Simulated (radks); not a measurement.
Problem. Re3+, 72 electrons, occupied as [Xe] 4f14 5d4. Method: scalar-relativistic Kohn-Sham, PBE, spin-unpolarised, spherical densities, finite nucleus; Fermi nuclear charge, rms radius 5.3698 fm; computed with a radial shooting solver on a logarithmic mesh with Libxc functionals. Some entries of the table are withheld. Estimate them.

orbital,occ.,eigenvalue (eV),<r^2> (bohr^2)
1s,2,-71666.65,0.0004480
2s,2,-12451.27,0.006877
2p,6,-10872.61,0.005708
3s,2,-2905.792,0.04457
3p,6,(1),0.04539
3d,10,-1911.337,(2)
4s,2,(3),0.2191
4p,6,(4),0.2497
4d,10,-285.3350,0.2894
5s,2,-114.9850,1.197
5p,6,-76.5418,(5)
4f,14,(6),0.4172
5d,4,-33.0608,3.259

Solution. 
(1) 3p eigenvalue (eV): -2440.058
(2) 3d <r^2> (bohr^2): 0.03764
(3) 4s eigenvalue (eV): -630.1060
(4) 4p eigenvalue (eV): -477.2908
(5) 5p <r^2> (bohr^2): 1.617
(6) 4f eigenvalue (eV): -72.2739
